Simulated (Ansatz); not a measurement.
Reaction (ligand exchange at a W–O bond): `[O]=[W](=[O])([OH])[F]` + HCl → `[O]=[W](=[O])([F])[Cl]` + H₂O

Gas-phase electronic energies from Ansatz, PBE0-D4/def2-TZVP geometries. CCSD(T)/CBS is the MP2 limit (def2-TZVPP, def2-QZVPP) plus CCSD(T) − MP2 in def2-TZVPP, frozen cores. This one scheme is used for every species. Functionals use def2-TZVPP. def2 core potentials past Kr. For W outer-core shells are correlated without core-valence functions, which leaves a few kJ/mol of doubt a bond. Each species was taken in one conformer, which may not be the lowest.

`[O]=[W](=[O])([OH])[F]`:

```xyz
6

O    -0.143   -1.929   -0.206
W     0.314   -0.304   -0.010
O     0.740   -0.078    1.618
O    -1.153    0.778   -0.432
F     1.775    0.069   -1.094
H    -1.533    1.463    0.124
```

HCl:

Cartesian coordinates in Å:
```
Cl -0.455 0.331 -0.303
H 0.455 -0.331 0.303
```

`[O]=[W](=[O])([F])[Cl]`:

```xyz
5

O     0.387   -1.232   -1.140
W    -0.021    0.023   -0.080
O     0.898    1.367   -0.539
F    -1.819    0.417   -0.257
Cl    0.555   -0.575    2.016
```

H₂O:

Z-matrix (Å, degrees):
```
O
H 1 0.960
H 1 0.960 2 105.1
```

| level | ΔE (eV) |
| --- | --- |
| CAM-B3LYP-D4 | -0.10 |
| B2PLYP | -0.21 |
| PBE | -0.20 |
| BLYP | -0.14 |
| HF/def2-TZVPP | -0.10 |
| CCSD(T)/def2-TZVPP | -0.20 |
| SCS-MP2/def2-QZVPP | -0.31 |
| CCSD/CBS(def2) | -0.21 |

**Question.** What does CCSD(T)/CBS give? (Estimate.)

**Answer.** Computed: -0.25 eV. The listed levels differ from it by 0.15, 0.04, 0.05, 0.11, 0.15, 0.05, -0.06, 0.04 eV.

Largest T1 diagnostic among the species: 0.023, so the coupled-cluster value is less sure than usual.

At CCSD(T), def2-SVP lies +0.14 eV from the extrapolated value and def2-TZVPP +0.05 eV. In def2-TZVPP, CCSD(T) changes the Hartree–Fock value by −0.10 eV (the triples alone add −0.04 eV) and MP2 by −0.25 eV.
